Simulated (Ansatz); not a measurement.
Isomers of CH4FInO, B3LYP-D3(BJ)/def2-TZVP minima from an xTB search, which can miss the lowest.
Isomer 1, SMILES [CH3][In]([OH])[F] (charge 0, multiplicity 1, Z-matrix in Å and degrees):
```
In
F 1 1.9800
O 1 1.9864 2 105.89
H 3 0.9645 1 110.54 2 0.04
C 1 2.1367 2 120.43 4 179.98
H 5 1.0866 1 109.86 2 176.21
H 5 1.0877 6 110.42 1 119.47
H 5 1.0879 6 110.28 7 121.14
```
Isomer 2, SMILES C[O][InH][F] (charge 0, multiplicity 1, Z-matrix in Å and degrees):
```
O
C 1 1.4218
H 2 1.0935 1 113.19
H 2 1.0944 3 108.37 1 -121.36
H 2 1.0944 3 108.37 4 -117.28
In 1 1.9719 2 122.75 3 0.09
F 6 1.9715 1 106.48 2 -0.02
H 6 1.6864 7 121.62 3 179.98
```

Correlated levels freeze the cores. Filled d and f shells under p-block atoms count as core. MP2 and its Hartree–Fock in def2-QZVPP are density fitted.

Programs: Ansatz (Gaussian orbitals).  In def2 rows elements past Kr take small-core potentials, without spin–orbit coupling.

The energy of isomer 2 above isomer 1 is E(isomer 2) − E(isomer 1). Total energies (hartree):

```json
[
 {"level": "HF/def2-TZVPP", "isomer 2": "-403.8197748", "isomer 1": "-403.8499021"},
 {"level": "MP2/def2-TZVPP", "isomer 2": "-404.5682645", "isomer 1": "-404.6067306"},
 {"level": "HF/def2-QZVPP", "isomer 2": "-403.8322964", "isomer 1": "-403.8622423"},
 {"level": "MP2/def2-QZVPP", "isomer 2": "-404.6415697", "isomer 1": "-404.6805702"},
 {"level": "CCSD(T)/def2-TZVPP", "isomer 2": "-404.6107913", "isomer 1": "-404.6466493"}
]
```

**Question.** Work out the energy of isomer 2 above isomer 1 at the basis-set limit: extrapolate the MP2 correlation part as X⁻³, take Hartree–Fock from the larger set, and add the CCSD(T) − MP2 difference of def2-TZVPP.

**Answer.** 
1. Differences (1 hartree = 627.509 kcal/mol): HF/def2-TZVPP 18.905; MP2/def2-TZVPP 24.138; HF/def2-QZVPP 18.791; MP2/def2-QZVPP 24.473; CCSD(T)/def2-TZVPP 22.501.
2. Correlation parts, MP2 less HF: 5.233 in def2-TZVPP (X = 3), 5.682 in def2-QZVPP (X = 4).
3. Limit (4³·(5.682) − 3³·(5.233))/(4³ − 3³) = 6.010; with HF/def2-QZVPP it gives 24.801.
4. CCSD(T) less MP2 in def2-TZVPP: -1.637.
Result: 23.16 kcal/mol, against 24.14 at MP2/def2-TZVPP. It is an estimate of this method's limit, not of the exact value.

Ansatz is a first-principles code.
